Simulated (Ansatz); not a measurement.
Cost and result for the atomization energy of CH₇BGeSe (11 atoms, 11 bonds).

```xyz
11

B    -0.6037   -1.2195    1.2607
Ge    0.7883   -0.1496    0.2594
C     0.6448    0.5157   -1.5712
Se   -1.1016    0.8705    1.5748
H    -0.2598   -1.6394    2.3255
H    -1.4602   -1.7560    0.6253
H     2.0374    0.4531    0.9359
H     0.7866    1.5953   -1.6122
H     1.4198    0.0409   -2.1774
H    -0.3281    0.2556   -1.9885
H    -1.9235    1.0334    0.3676
```

Charge 0, multiplicity 1. Correlated methods include outer-core shells of Ge, Se, which these sets cover unevenly. Scalar relativity is left out up to krypton. The bonds changed during the relaxation, so this is another structure than the one it started from. The geometry is a stationary point of PBE0-D4/def2-TZVP. It is one conformer, not always the lowest. Program: Ansatz. All runs use 4 threads of an AMD EPYC 9R45 on a shared host. Times are those of one run each, without the atoms' runs, and a repeat can differ threefold. Electronic energies, without spin–orbit coupling; frozen cores. CCSD(T)/CBS adds CCSD(T) − MP2 in def2-TZVPP to the MP2 limit, and its time is that of the two runs behind it. T1 = 0.011. With those shells the extrapolation isn't a true limit. B3LYP takes the VWN-RPA correlation (the form of Gaussian; ORCA's B3LYP/G).

CCSD(T)/CBS is a level of theory with its own doubt, some kJ/mol a heavy atom from the limit and from the frozen cores, so smaller differences don't rank the functionals.

```json
{"level": "PBE-D4/def2-TZVPP (with forces)", "functions": "256", "wall time": "1.3 s", "atomization (kcal/mol)": "850.8", "difference from CCSD(T)/CBS": "8.0", "per bond": "0.7"}
{"level": "PBE0-D4/def2-TZVPP", "functions": "256", "wall time": "1.6 s", "atomization (kcal/mol)": "842.6", "difference from CCSD(T)/CBS": "-0.2", "per bond": "0.0"}
{"level": "r2SCAN-D4/def2-TZVPP (with forces)", "functions": "256", "wall time": "2.3 s", "atomization (kcal/mol)": "847.5", "difference from CCSD(T)/CBS": "4.7", "per bond": "0.4"}
{"level": "B3LYP-D4/def2-TZVPP (with forces)", "functions": "256", "wall time": "2.5 s", "atomization (kcal/mol)": "838.9", "difference from CCSD(T)/CBS": "-3.9", "per bond": "-0.4"}
{"level": "B2PLYP/def2-TZVPP", "functions": "256", "wall time": "3.3 s", "atomization (kcal/mol)": "829.5", "difference from CCSD(T)/CBS": "-13.3", "per bond": "-1.2"}
{"level": "ωB97X-V/def2-TZVPP", "functions": "256", "wall time": "3.8 s", "atomization (kcal/mol)": "842.7", "difference from CCSD(T)/CBS": "-0.1", "per bond": "0.0"}
{"level": "ωB97M-V/def2-TZVPP (with forces)", "functions": "256", "wall time": "6 s", "atomization (kcal/mol)": "838.0", "difference from CCSD(T)/CBS": "-4.8", "per bond": "-0.4"}
{"level": "MP2/def2-QZVPP", "functions": "502", "wall time": "15 s", "atomization (kcal/mol)": "838.5", "difference from CCSD(T)/CBS": "-4.3", "per bond": "-0.4"}
{"level": "CCSD(T)/def2-TZVPP", "functions": "256", "wall time": "110 s", "atomization (kcal/mol)": "825.2", "difference from CCSD(T)/CBS": "-17.6", "per bond": "-1.6"}
{"level": "CCSD(T)/CBS(def2)", "functions": "–", "wall time": "2 min", "atomization (kcal/mol)": "842.8", "difference from CCSD(T)/CBS": "0.0", "per bond": "0.0"}
```

In def2-TZVPP, CCSD(T) changes the Hartree–Fock value by +205.9 kcal/mol (the triples alone add +12.1 kcal/mol) and MP2 by +209.2 kcal/mol; breaking electron pairs costs correlation energy, which Hartree–Fock lacks. From PBE to PBE0 (25 % exact exchange), in def2-TZVPP and without D4, the atomization energy moves by −7.4 kcal/mol: exact exchange takes away binding that semilocal exchange gives to molecules. The D4 term adds +9.8 kcal/mol with B3LYP and +5.1 kcal/mol with PBE0; it sums over pairs of atoms, weighted by their polarisabilities, and B3LYP, whose exchange is more repulsive, gets the larger term.
